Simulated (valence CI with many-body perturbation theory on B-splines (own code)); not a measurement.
# E1 line list for Rb30+

Method: configuration interaction combined with many-body perturbation theory (CI+MBPT): five valence electrons over a frozen Dirac-Fock core [He], a basis of 9 s, 9 p, 8 d, 6 f, 3 g, 1 h functions for each j, with the one-electron correlation potential Σ1 (screened to all orders), the two-electron term Σ2, the three-electron term Σ3, Breit, model QED; selected single and double excitations, second order for the rest (own B-spline code, finite nucleus).

No measured spectrum was set against this ion. As an estimate, large intervals hold to a few tenths of a per cent, small ones and those within an open d or f shell to about a per cent. Among the levels kept, up to 1500 cm⁻¹ of a level comes from second order outside the variational space, and about a tenth of that is noise between levels of different J, which matters for small intervals.

Lines 51 to 100 of 294 in falling wavelength, among levels below 2260.1 eV, chosen from the strongest by gf and those to the six lowest levels. Wavelengths and rates use the calculated energies. Electric multipoles are in the length gauge, E1 and E2 with the static RPA response of the core. Weak lines are less certain than strong ones. Lines between different terms over intervals too small for the method are left out, as are lines whose strength nearly cancels. The highest levels of a list are the least certain.

Levels are named by their leading jj configuration (3d3/2^4 stands for four electrons in 3d with j = 3/2), which in mixed levels can hold well under half, so a name can repeat and another be missing. Letters in brackets count levels of one name in rising energy.

| λ vac (nm) | Upper | Lower | A (s⁻¹) | log gf | Branch % |
| --- | --- | --- | --- | --- | --- |
| 20.88 | (2s^2 2p1/2 2p3/2 3p3/2) J=7/2 | (2s^2 2p1/2 2p3/2 3s) J=5/2 | 9.87e+09 | -0.29 | 14.4 |
| 20.78 | (2s^2 2p1/2 2p3/2 3d3/2) J=3/2 [b] | (2s^2 2p1/2 2p3/2 3p3/2) J=3/2 [b] | 2.65e+09 | -1.16 | 0.0 |
| 20.69 | (2s 2p1/2^2 2p3/2 3p3/2) J=7/2 | (2s 2p1/2^2 2p3/2 3s) J=5/2 | 1.13e+10 | -0.23 | 3.3 |
| 20.52 | (2s^2 2p1/2 2p3/2 3p3/2) J=3/2 [c] | (2s^2 2p1/2 2p3/2 3s) J=3/2 [b] | 5.79e+09 | -0.84 | 1.0 |
| 20.43 | (2s^2 2p3/2^2 3d3/2) J=5/2 | (2s^2 2p3/2^2 3p1/2) J=5/2 | 3.47e+09 | -0.89 | 0.0 |
| 20.07 | (2s^2 2p1/2 2p3/2 3d3/2) J=1/2 [b] | (2s^2 2p1/2 2p3/2 3p3/2) J=3/2 [b] | 5.22e+09 | -1.20 | 0.0 |
| 19.98 | (2s^2 2p3/2^2 3d3/2) J=3/2 | (2s^2 2p3/2^2 3p1/2) J=3/2 | 3.34e+09 | -1.10 | 0.0 |
| 19.88 | (2s^2 2p1/2 2p3/2 3p3/2) J=3/2 [b] | (2s^2 2p1/2 2p3/2 3s) J=1/2 | 4.31e+09 | -0.99 | 1.3 |
| 19.83 | (2s^2 2p3/2^2 3d3/2) J=5/2 | (2s^2 2p3/2^2 3p1/2) J=3/2 | 2.06e+09 | -1.14 | 0.0 |
| 19.78 | (2s^2 2p1/2 2p3/2 3d3/2) J=3/2 [a] | (2s^2 2p1/2 2p3/2 3p1/2) J=3/2 | 2.97e+09 | -1.16 | 0.0 |
| 19.70 | (2s^2 2p1/2^2 3p3/2) J=3/2 | (2s^2 2p1/2^2 3s) J=1/2 | 1.16e+10 | -0.57 | 8.1 |
| 19.63 | (2s^2 2p1/2 2p3/2 3d3/2) J=3/2 [b] | (2s^2 2p1/2 2p3/2 3p3/2) J=3/2 [a] | 2.00e+09 | -1.34 | 0.0 |
| 19.60 | (2s^2 2p3/2^2 3p3/2) J=3/2 [c] | (2s^2 2p3/2^2 3s) J=1/2 | 1.01e+10 | -0.63 | 2.0 |
| 19.45 | (2s^2 2p1/2 2p3/2 3p3/2) J=3/2 [a] | (2s^2 2p1/2 2p3/2 3s) J=3/2 [a] | 4.72e+09 | -0.97 | 0.8 |
| 19.33 | (2s^2 2p1/2 2p3/2 3d3/2) J=5/2 [a] | (2s^2 2p1/2 2p3/2 3p1/2) J=3/2 | 7.07e+09 | -0.62 | 0.1 |
| 19.20 | (2s^2 2p3/2^2 3d3/2) J=7/2 | (2s^2 2p3/2^2 3p1/2) J=5/2 | 7.80e+09 | -0.46 | 0.0 |
| 19.20 | (2s^2 2p1/2 2p3/2 3d3/2) J=7/2 | (2s^2 2p1/2 2p3/2 3p1/2) J=5/2 | 7.02e+09 | -0.51 | 3.5 |
| 18.81 | (2s^2 2p1/2^2 3d3/2) J=3/2 | (2s^2 2p1/2^2 3p1/2) J=1/2 | 9.27e+09 | -0.71 | 0.1 |
| 18.72 | (2s^2 2p1/2 2p3/2 3p3/2) J=5/2 [b] | (2s^2 2p1/2 2p3/2 3s) J=3/2 [b] | 8.74e+09 | -0.56 | 3.0 |
| 18.52 | (2s^2 2p1/2 2p3/2 3d3/2) J=3/2 [a] | (2s^2 2p1/2 2p3/2 3p1/2) J=1/2 | 5.44e+09 | -0.95 | 0.0 |
| 18.47 | (2s^2 2p3/2^2 3d3/2) J=3/2 | (2s 2p1/2^2 2p3/2 3s) J=3/2 | 2.47e+09 | -1.30 | 0.0 |
| 18.42 | (2s^2 2p3/2^2 3d5/2) J=3/2 | (2s^2 2p3/2^2 3p3/2) J=1/2 | 3.84e+09 | -1.11 | 0.0 |
| 17.97 | (2s^2 2p1/2 2p3/2 3d3/2) J=1/2 [a] | (2s^2 2p1/2 2p3/2 3p1/2) J=1/2 | 8.29e+09 | -1.10 | 0.1 |
| 17.77 | (2s^2 2p3/2^2 3d5/2) J=5/2 | (2s^2 2p3/2^2 3p3/2) J=5/2 | 3.58e+09 | -0.99 | 0.0 |
| 17.71 | (2s^2 2p1/2 2p3/2 3p3/2) J=5/2 [b] | (2s^2 2p1/2 2p3/2 3s) J=5/2 | 5.56e+09 | -0.80 | 1.9 |
| 17.66 | (2s^2 2p1/2 2p3/2 3p3/2) J=3/2 [c] | (2s^2 2p1/2 2p3/2 3s) J=1/2 | 4.04e+09 | -1.12 | 0.7 |
| 17.20 | (2s 2p1/2^2 2p3/2 3p3/2) J=5/2 | (2s 2p1/2^2 2p3/2 3s) J=5/2 | 5.50e+09 | -0.83 | 0.0 |
| 17.13 | (2s^2 2p3/2^2 3p3/2) J=3/2 [a] | (2s^2 2p3/2^2 3s) J=3/2 | 5.36e+09 | -1.03 | 0.1 |
| 16.83 | (2s^2 2p1/2 2p3/2 3d3/2) J=5/2 [b] | (2s^2 2p1/2 2p3/2 3p1/2) J=5/2 | 3.69e+09 | -1.03 | 0.0 |
| 16.66 | (2s^2 2p1/2 2p3/2 3p3/2) J=1/2 [b] | (2s^2 2p1/2 2p3/2 3s) J=3/2 [b] | 1.57e+10 | -0.88 | 2.9 |
| 15.55 | (2s^2 2p3/2^2 3p3/2) J=3/2 [b] | (2s^2 2p3/2^2 3s) J=3/2 | 1.10e+10 | -0.80 | 0.3 |
| 15.42 | (2s 2p1/2^2 2p3/2^2) J=3/2 | (2s^2 2p3/2^3) J=3/2 | 3.78e+08 | -2.27 | 0.3 |
| 15.25 | (2s 2p1/2^2 2p3/2^2) J=1/2 | (2s^2 2p3/2^3) J=3/2 | 7.98e+07 | -3.25 | 0.1 |
| 14.81 | (2s^2 2p3/2^2 3p3/2) J=3/2 [b] | (2s^2 2p3/2^2 3s) J=5/2 | 4.18e+09 | -1.26 | 0.1 |
| 14.72 | (2s^2 2p1/2 2p3/2 3p3/2) J=1/2 [b] | (2s^2 2p1/2 2p3/2 3s) J=1/2 | 7.78e+09 | -1.30 | 1.4 |
| 14.49 | (2s^2 2p3/2^2 3p3/2) J=3/2 [c] | (2s^2 2p3/2^2 3s) J=3/2 | 4.10e+09 | -1.29 | 0.8 |
| 11.06 | (2s 2p1/2 2p3/2^2 3s) J=7/2 | (2s^2 2p3/2^2 3s) J=5/2 | 7.41e+09 | -0.96 | 0.1 |
| 10.65 | (2s 2p1/2^2 2p3/2^2) J=5/2 | (2s^2 2p1/2 2p3/2^2) J=5/2 | 2.05e+09 | -1.68 | 6.3 |
| 10.44 | (2s 2p1/2 2p3/2^2 3s) J=5/2 [b] | (2s^2 2p3/2^2 3s) J=3/2 | 4.81e+09 | -1.33 | 0.0 |
| 9.558 | (2s 2p1/2^2 2p3/2^2) J=5/2 | (2s^2 2p1/2 2p3/2^2) J=3/2 | 6.81e+09 | -1.25 | 20.9 |
| 9.281 | (2s 2p1/2^2 2p3/2^2) J=3/2 | (2s^2 2p1/2 2p3/2^2) J=1/2 | 1.38e+08 | -3.15 | 0.1 |
| 9.217 | (2s 2p1/2^2 2p3/2^2) J=1/2 | (2s^2 2p1/2 2p3/2^2) J=1/2 | 6.61e+09 | -1.77 | 7.3 |
| 8.983 | (2s 2p1/2 2p3/2^3) J=5/2 | (2s^2 2p3/2^3) J=3/2 | 9.39e+09 | -1.17 | 9.8 |
| 8.561 | (2p1/2^2 2p3/2^3) J=3/2 | (2s 2p1/2 2p3/2^3) J=3/2 [b] | 3.24e+10 | -0.85 | 11.8 |
| 8.263 | (2p1/2 2p3/2^4) J=1/2 | (2s 2p3/2^4) J=1/2 | 4.83e+10 | -1.00 | 14.4 |
| 8.214 | (2s 2p1/2^2 2p3/2^2) J=3/2 | (2s^2 2p1/2 2p3/2^2) J=5/2 | 3.85e+09 | -1.81 | 3.5 |
| 7.957 | (2p1/2^2 2p3/2^3) J=3/2 | (2s 2p1/2 2p3/2^3) J=1/2 | 1.74e+10 | -1.18 | 6.4 |
| 7.845 | (2s 2p1/2 2p3/2^3) J=1/2 | (2s^2 2p3/2^3) J=3/2 | 1.17e+09 | -2.66 | 0.5 |
| 7.549 | (2s 2p1/2^2 2p3/2^2) J=3/2 | (2s^2 2p1/2 2p3/2^2) J=3/2 | 1.93e+08 | -3.18 | 0.2 |
| 7.507 | (2s 2p1/2^2 2p3/2^2) J=1/2 | (2s^2 2p1/2 2p3/2^2) J=3/2 | 2.25e+09 | -2.42 | 2.5 |
